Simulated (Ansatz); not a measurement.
One change: `CB(C)[SiH2]F` becomes `C[SiH2]B(C)C`.

Ansatz, PBE0-D4/def2-TZVP geometries, multiplicity 1. Each molecule was computed in one conformer, which needn't be the lowest.

```json
{"property": "LUMO energy (PBE0/def2-TZVPP) / eV", "`CB(C)[SiH2]F`": "-1.50"}
{"property": "size of the dipole moment (ωB97M-V/def2-TZVPP) / D", "`CB(C)[SiH2]F`": "2.18"}
{"property": "HOMO–LUMO gap (ωB97M-V/def2-TZVPP) / eV", "`CB(C)[SiH2]F`": "10.30"}
{"property": "HOMO–LUMO gap (B3LYP/def2-TZVPP) / eV", "`CB(C)[SiH2]F`": "5.81"}
{"property": "HOMO energy (PBE/def2-TZVPP) / eV", "`CB(C)[SiH2]F`": "-6.41"}
{"property": "HOMO energy (ωB97M-V/def2-TZVPP) / eV", "`CB(C)[SiH2]F`": "-9.82"}
```

What does the change do to each property? (Estimate.)

Ansatz gave: 
```tsv
property	`C[SiH2]B(C)C`	shift
LUMO energy (PBE0/def2-TZVPP) / eV	-1.16	0.34
size of the dipole moment (ωB97M-V/def2-TZVPP) / D	1.12	-1.06
HOMO–LUMO gap (ωB97M-V/def2-TZVPP) / eV	10.24	-0.06
HOMO–LUMO gap (B3LYP/def2-TZVPP) / eV	5.79	-0.02
HOMO energy (PBE/def2-TZVPP) / eV	-6.11	0.30
HOMO energy (ωB97M-V/def2-TZVPP) / eV	-9.45	0.37
```

Dipoles are sizes alone; their direction can turn.

B3LYP here is the variant with VWN-RPA as its local correlation; programs differ in this.
